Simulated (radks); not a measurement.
Initial-state core-level shifts of the technetium ion Tc3+ when its valence configuration changes from [Kr] 4d4. Calculated with a radial shooting solver on a logarithmic mesh with Libxc functionals: scalar-relativistic Kohn-Sham, PBE, spin-polarised, spherical densities, finite nucleus; open shells are filled with parallel spins first (spin-orbit coupling, left out, can overturn this in heavy ions); Fermi nuclear charge, rms radius 4.4112 fm. Shifts are changes of the shell-averaged eigenvalues in eV (positive: less bound); the change of the density at the nucleus, which sets a Mossbauer isomer shift, is in e/bohr^3, on a base of 1.023e+05.

| valence | 2s | 3s | 3p | 4p | density at nucleus |
|---|---|---|---|---|---|
| 4d3.5 5s0.5 | -2.807 | -2.699 | -2.699 | -2.223 | +15.33 |
| 4d3 5s1 | -5.700 | -5.470 | -5.470 | -4.469 | +31.73 |
| 4d2 5s2 | -11.808 | -11.291 | -11.292 | -9.135 | +65.57 |
| 4d2 5s1 5p1 | -12.804 | -12.300 | -12.299 | -10.037 | +38.40 |
| 4d3 5p1 | -6.804 | -6.590 | -6.590 | -5.541 | +4.18 |
